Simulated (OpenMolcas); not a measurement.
**Tl+: effect of the basis set**

- Program: OpenMolcas
- Method: SS-CASPT2, IPEA 0.25 Eh, imaginary shift 0.1 Eh (closed shells correlated: 5d)
- Active space: 2 electrons in 8 orbitals (6s 6p 7s 7p)
- State averaging: 2S+1 = 3 even, 3 roots; 2S+1 = 1 even, 7 roots; 2S+1 = 3 odd, 3 roots; 2S+1 = 1 odd, 3 roots
- Spin-orbit coupling: RASSI with atomic mean-field integrals over the reference wave functions, term energies averaged over their components

A. ANO-RCC-VTZP [8s7p5d3f2g], DKH2, point nucleus; CASPT2 step roughly 6 core-seconds
B. ANO-RCC-VQZP [9s8p6d4f3g], DKH2, point nucleus; CASPT2 step roughly 11 core-seconds
C. ANO-RCC [11s10p9d6f4g], DKH2, point nucleus; CASPT2 step about 40 core-seconds

Energies in cm-1 above 6s2 1S0, the measured ground level; measured values from NIST Handbook of Basic Atomic Spectroscopic Data.

```json
{"Level": "6s2 1S0", "A": "0.0", "B": "0.0", "C": "0.0", "Measured": "0.0"}
{"Level": "6s 6p 3P* 0", "A": "49810", "B": "49310", "C": "49570", "Measured": "49451"}
{"Level": "6s 6p 3P* 1", "A": "52400", "B": "52060", "C": "52300", "Measured": "52394"}
{"Level": "6s 6p 3P* 2", "A": "59430", "B": "59520", "C": "59730", "Measured": "61728"}
{"Level": "6s 6p 1P* 1", "A": "73440", "B": "73310", "C": "73330", "Measured": "75663"}
```

Deviations, from unrounded energies. A percentage is the sum of absolute deviations over the sum of measured energies, with the sign that they share, or ± where signs differ.

```json
{"Against measurement": "mean absolute deviation (cm-1)", "Levels": "4", "A": "1200", "B": "1300", "C": "1100"}
{"Against measurement": "other configurations (%)", "Levels": "4", "A": "±2.0", "B": "-2.1", "C": "±1.9"}
```

C lies closest to measurement on these levels and B furthest from it. The largest miss of C in the table is 6s 6p 1P* 1, by -2300 cm-1. The ranking rests on the paired levels alone, and a cruder setting can come out closer through cancelling errors.

Among A to C the level of the table that moves most is 6s 6p 3P* 0, by 500 cm-1 (lowest in B, highest in A). Moves below CASPT2's spread within the term are not significant.

Over all roots computed the reference weight is 0.86 to 0.93 in A, 0.85 to 0.93 in B, 0.85 to 0.93 in C; the roots of lowest weight are the least certain, and an intruder state may touch them. The run also gave levels led by 6s 7s, which use shells meant for correlation; these and all levels above them are left out. Spin-orbit splittings of 6p shells tend to come out small when the coupling is added on scalar orbitals. Computed and measured levels are paired by configuration, term and J; levels that our copy of the source lacks, or whose pairing is in doubt (as where it misses far off the trend of its configuration), stay unpaired and out of the deviations. Only configurations of the active space appear. The table leaves out levels that lie high or whose names do not pair safely across all columns.

* marks odd parity.
